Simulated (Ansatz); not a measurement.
Reaction (hydrogenolysis of the Si–Cl bond): `O[Si](O)(Cl)[SiH](Cl)Cl` + H₂ → `O[Si](O)(Cl)[SiH2]Cl` + HCl

Calculated with Ansatz (gas phase, PBE0-D4/def2-TZVP geometries, no zero-point term in ΔE). CBS: MP2 limit from def2 TZ/QZ plus the TZ coupled-cluster correction, frozen cores. This one scheme is used for every species. DFT in def2-TZVPP. B3LYP here is the variant with VWN-RPA as its local correlation; programs differ in this. One conformer a species, not always the lowest.

`O[Si](O)(Cl)[SiH](Cl)Cl`:

```xyz
10

O     1.467    1.126   -0.830
Si    0.114    0.739   -0.024
O    -1.167    1.383   -0.806
Cl    0.124    1.459    1.904
Si    0.018   -1.590    0.098
Cl    1.475   -2.297    1.346
Cl   -1.832   -2.044    0.869
H     1.645    2.046   -1.038
H    -1.990    1.476   -0.321
H     0.145   -2.297   -1.196
```

H₂:

```xyz
2

H    -0.272   -0.240   -0.087
H     0.272    0.240    0.087
```

`O[Si](O)(Cl)[SiH2]Cl`:

```xyz
10

O     0.440    1.643   -0.909
Si    0.164    0.045   -0.708
O     1.499   -0.770   -1.149
Cl   -1.458   -0.467   -1.879
Si   -0.335   -0.540    1.496
Cl   -1.890    0.695    2.063
H    -0.319    2.229   -0.941
H     1.888   -0.595   -2.009
H     0.802   -0.296    2.417
H    -0.790   -1.946    1.618
```

HCl:

Z-matrix (Å, degrees):
```
Cl
H 1 1.279
```

```csv
level,ΔE (kcal/mol)
r2SCAN,19.3
B3LYP,16.0
MP2/def2-QZVPP,20.5
HF/CBS(def2),14.0
```

Question: What does CCSD(T)/CBS give? (An estimate is asked.)

Answer: Computed: +18.4 kcal/mol. The listed levels differ from it by 0.9, -2.4, 2.1, -4.4 kcal/mol.

Largest T1 diagnostic among the species: 0.011.

The D4 term adds +2.8 kcal/mol with B3LYP and +1.6 kcal/mol with PBE0; it sums over pairs of atoms, weighted by their polarisabilities, and B3LYP, whose exchange is more repulsive, gets the larger term. In def2-TZVPP, CCSD(T) changes the Hartree–Fock value by +3.0 kcal/mol (the triples alone add +1.1 kcal/mol) and MP2 by +5.7 kcal/mol.
